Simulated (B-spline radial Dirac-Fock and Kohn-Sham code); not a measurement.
## Elastic and transport cross sections of indium for electrons

The computed values come from a radial atomic solver: relativistic (Dirac) partial waves in the static field of the Dirac-Fock atom with Furness-McCarthy exchange, without polarisation or absorption potentials. σ_tr1 and σ_tr2 weight the cross section with 1 − P₁ and 1 − P₂ of cos θ; "backward" is the share scattered beyond 90°.

```tsv
energy (eV)	σ (a₀²)	σ_tr1 (a₀²)	σ_tr2 (a₀²)	σ/σ_tr1	backward (%)
50000	0.839	0.00657	0.0153	128	0.096
55900	0.776	0.00548	0.0129	142	0.083
72100	0.650	0.00361	0.00867	180	0.059
87200	0.571	0.00265	0.00644	216	0.046
100000	0.521	0.00212	0.00520	246	0.038
102000	0.514	0.00205	0.00504	251	0.037
104000	0.508	0.00199	0.00489	256	0.036
137000	0.426	0.00127	0.00318	335	0.025
138000	?	?	?	?	?
141000	0.418	0.00121	0.00304	345	0.024
200000	0.342	0.000693	0.00177	493	0.014
300000	0.279	0.000367	0.000955	760	0.0080
```

Q: Fill in the row for 138 keV.

A: σ = 0.424 a₀², σ_tr1 = 0.00125 a₀², σ_tr2 = 0.00314 a₀², σ/σ_tr1 = 338, backward 0.024 %. The ratio σ/σ_tr1 is roughly the number of elastic collisions that randomise the direction.
